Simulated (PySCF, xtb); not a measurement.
BrCl₂H₂NSi, SMILES N[Si](Cl)(Cl)Br.

GFN2-xTB (xtb) at its own geometry gives an orbital gap of 6.65 eV and a dipole moment of 5.24 D.

The structure is a stationary point at B3LYP-D3(BJ)/def2-SVP. The structure was generated by enumeration, and PubChem lists no compound with its InChIKey, so it may never have been made. The values are those of a single conformer.

Question: What does PBE/def2-TZVP (PySCF) give? (An estimate is asked for; the answer gives what the named calculation found.)

Answer: gap 5.36 eV (levels -6.79 and -1.43 eV), dipole 2.43 D.
